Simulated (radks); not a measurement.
Task: Ar, configuration [Ar] (the NIST ground configuration). Method: non-relativistic Kohn-Sham, PBE, spin-polarised, spherical densities, point nucleus; computed with a radial shooting solver on a logarithmic mesh with Libxc functionals. Some entries of the table are withheld. Estimate them.

orbital,occ.,eigenvalue (eV),<1/r> (bohr^-1),r(max) (bohr)
1s,2,-3106.578,17.55,0.05653
2s,2,-294.7258,3.524,(1)
2p,6,(2),3.443,(3)
3s,2,(4),(5),1.181
3p,6,(6),0.8272,1.293

Result: 
(1) 2s r(max) (bohr): 0.3406
(2) 2p eigenvalue (eV): -229.7656
(3) 2p r(max) (bohr): 0.2817
(4) 3s eigenvalue (eV): -24.0609
(5) 3s <1/r> (bohr^-1): 0.9822
(6) 3p eigenvalue (eV): -10.2862
